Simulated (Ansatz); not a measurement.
InH2Me (CH5In). Total charge 0; singlet. Geometry relaxed at PBE0-D4/def2-TZVP.

```xyz
7

In    1.1392    0.0867    0.0550
H     1.9821    1.1439   -1.0257
H     2.0359   -0.8072    1.2347
C    -1.0034   -0.0934   -0.0572
H    -1.4594    0.7080    0.5306
H    -1.3434   -1.0465    0.3486
H    -1.3510    0.0086   -1.0860
```

In the def2 sets In takes a core potential; there is no spin–orbit coupling.

Q: Estimate the harmonic wavenumbers at RKS PBE0-D4/def2-TZVP (Ansatz, unscaled). Is this a minimum?

A: 16i, 331, 460, 501, 616, 693, 736, 1194, 1447, 1451, 1791, 1800, 3054, 3137, 3161 cm⁻¹. Yes, no mode is imaginary beyond noise. Zero-point energy 121.8 kJ/mol. It took 23 s on 4 threads of Arm Neoverse V2 on a shared host.
